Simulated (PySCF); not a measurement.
C₇H₆O₂S, SMILES C=Cc1ccc(C(=O)O)s1, GFN2-xTB optimised geometry.

```
16

C     -2.29    -2.75     0.01
C     -0.96    -2.79     0.00
C     -0.11    -1.63     0.00
C      1.27    -1.63     0.00
C      1.83    -0.35     0.00
C      0.87     0.64     0.00
C      1.10     2.08     0.00
O      2.19     2.59     0.00
O     -0.04     2.79     0.00
S     -0.73    -0.01     0.00
H     -2.88    -3.65     0.01
H     -2.83    -1.82     0.01
H     -0.44    -3.73     0.00
H      1.86    -2.53     0.00
H      2.88    -0.13     0.00
H      0.16     3.73     0.00
```

Density from PySCF 2.14.0 with CAM-B3LYP/def2-TZVP at that geometry.

Minimum of the electron density along straight lines between bonded atoms, close to the bond critical point (lines longer than 1.1 times the sum of covalent radii, or with two minima, are not listed):

```json
[
 {"bond": "C1–C2", "length / Å": "1.330", "ρ at the minimum / e bohr⁻³": "0.356", "∇²ρ there / e bohr⁻⁵": "-1.11", "position (fraction from the first atom)": "0.49"},
 {"bond": "C2–C3", "length / Å": "1.438", "ρ at the minimum / e bohr⁻³": "0.294", "∇²ρ there / e bohr⁻⁵": "-0.86", "position (fraction from the first atom)": "0.49"},
 {"bond": "C3–C4", "length / Å": "1.378", "ρ at the minimum / e bohr⁻³": "0.327", "∇²ρ there / e bohr⁻⁵": "-0.96", "position (fraction from the first atom)": "0.52"},
 {"bond": "C4–C5", "length / Å": "1.397", "ρ at the minimum / e bohr⁻³": "0.317", "∇²ρ there / e bohr⁻⁵": "-0.94", "position (fraction from the first atom)": "0.50"},
 {"bond": "C5–C6", "length / Å": "1.375", "ρ at the minimum / e bohr⁻³": "0.328", "∇²ρ there / e bohr⁻⁵": "-0.96", "position (fraction from the first atom)": "0.49"},
 {"bond": "C6–C7", "length / Å": "1.453", "ρ at the minimum / e bohr⁻³": "0.293", "∇²ρ there / e bohr⁻⁵": "-0.86", "position (fraction from the first atom)": "0.49"},
 {"bond": "C7–O8", "length / Å": "1.207", "ρ at the minimum / e bohr⁻³": "…", "∇²ρ there / e bohr⁻⁵": "…", "position (fraction from the first atom)": "0.34"},
 {"bond": "C7–O9", "length / Å": "1.346", "ρ at the minimum / e bohr⁻³": "0.310", "∇²ρ there / e bohr⁻⁵": "…", "position (fraction from the first atom)": "0.35"},
 {"bond": "C3–S10", "length / Å": "1.733", "ρ at the minimum / e bohr⁻³": "0.215", "∇²ρ there / e bohr⁻⁵": "-0.44", "position (fraction from the first atom)": "0.48"},
 {"bond": "C6–S10", "length / Å": "1.729", "ρ at the minimum / e bohr⁻³": "0.216", "∇²ρ there / e bohr⁻⁵": "-0.45", "position (fraction from the first atom)": "0.48"},
 {"bond": "C1–H11", "length / Å": "1.075", "ρ at the minimum / e bohr⁻³": "0.290", "∇²ρ there / e bohr⁻⁵": "-1.05", "position (fraction from the first atom)": "0.65"},
 {"bond": "C1–H12", "length / Å": "1.078", "ρ at the minimum / e bohr⁻³": "0.289", "∇²ρ there / e bohr⁻⁵": "-1.04", "position (fraction from the first atom)": "0.65"},
 {"bond": "C2–H13", "length / Å": "1.083", "ρ at the minimum / e bohr⁻³": "0.287", "∇²ρ there / e bohr⁻⁵": "-1.03", "position (fraction from the first atom)": "0.65"},
 {"bond": "C4–H14", "length / Å": "1.076", "ρ at the minimum / e bohr⁻³": "0.290", "∇²ρ there / e bohr⁻⁵": "-1.05", "position (fraction from the first atom)": "0.65"},
 {"bond": "C5–H15", "length / Å": "1.075", "ρ at the minimum / e bohr⁻³": "0.292", "∇²ρ there / e bohr⁻⁵": "-1.08", "position (fraction from the first atom)": "0.66"},
 {"bond": "O9–H16", "length / Å": "0.969", "ρ at the minimum / e bohr⁻³": "0.351", "∇²ρ there / e bohr⁻⁵": "-2.42", "position (fraction from the first atom)": "0.81"}
]
```

What belongs in the gaps?


- C7–O8, ρ at the minimum / e bohr⁻³: 0.434
- C7–O8, ∇²ρ there / e bohr⁻⁵: -0.41
- C7–O9, ∇²ρ there / e bohr⁻⁵: -0.74
